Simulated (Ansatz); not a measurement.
Relaxation of CH$_{6}$SSn (9 atoms, charge 0, multiplicity 1), to a largest force component of 0.015 eV/Å in at most 40 steps.

The calculation used RKS BLYP/def2-SVP (Ansatz 0.2.0).

```xyz
9
Properties=species:S:1:pos:R:3:forces:R:3
C -0.915 0.735 -0.530 -1.25 2.58 -0.93
Sn 0.586 -0.672 -0.263 0.68 -1.06 -0.96
S 1.774 -0.147 1.744 0.02 0.23 1.46
H -0.440 1.801 -0.635 -0.74 -1.49 0.23
H -1.649 0.750 0.311 0.30 0.05 -0.08
H -1.529 0.559 -1.468 0.51 0.04 0.53
H 1.706 -0.627 -1.628 -0.11 0.00 0.37
H -0.084 -2.245 -0.127 -0.11 -0.36 0.00
H 0.641 -0.199 2.579 0.70 0.01 -0.63
```

Where does it end, and by what steps?

It converged. The force dipped under the threshold on the way, but the program's further checks kept it going. After 7 steps the energy has fallen by 0.269 eV; H9 moved furthest, 0.23 Å.

```json
{"step": "0", "energy less start (eV)": "0.0000", "largest force component (eV/Å)": "2.579", "accepted": "yes"}
{"step": "1", "energy less start (eV)": "-0.2200", "largest force component (eV/Å)": "0.768", "accepted": "yes"}
{"step": "2", "energy less start (eV)": "-0.2579", "largest force component (eV/Å)": "0.305", "accepted": "yes"}
{"step": "3", "energy less start (eV)": "-0.2678", "largest force component (eV/Å)": "0.095", "accepted": "yes"}
{"step": "4", "energy less start (eV)": "-0.2684", "largest force component (eV/Å)": "0.011", "accepted": "yes"}
{"step": "5", "energy less start (eV)": "-0.2685", "largest force component (eV/Å)": "0.018", "accepted": "yes"}
{"step": "6", "energy less start (eV)": "-0.2687", "largest force component (eV/Å)": "0.015", "accepted": "yes"}
{"step": "7", "energy less start (eV)": "-0.2687", "largest force component (eV/Å)": "0.005", "accepted": "yes"}
```

```xyz
9
Properties=species:S:1:pos:R:3
C -1.005 0.818 -0.598
Sn 0.570 -0.672 -0.253
S 1.869 -0.140 1.797
H -0.545 1.819 -0.698
H -1.712 0.820 0.253
H -1.549 0.564 -1.529
H 1.766 -0.639 -1.511
H -0.113 -2.268 -0.107
H 0.807 -0.347 2.630
```

Whether the end is a true minimum wasn't checked by a vibrational analysis.

Run time: 29 s on 1 thread of Intel(R) Xeon(R) Processor @ 2.70GHz, on a shared host, peak memory 0.14 GiB.
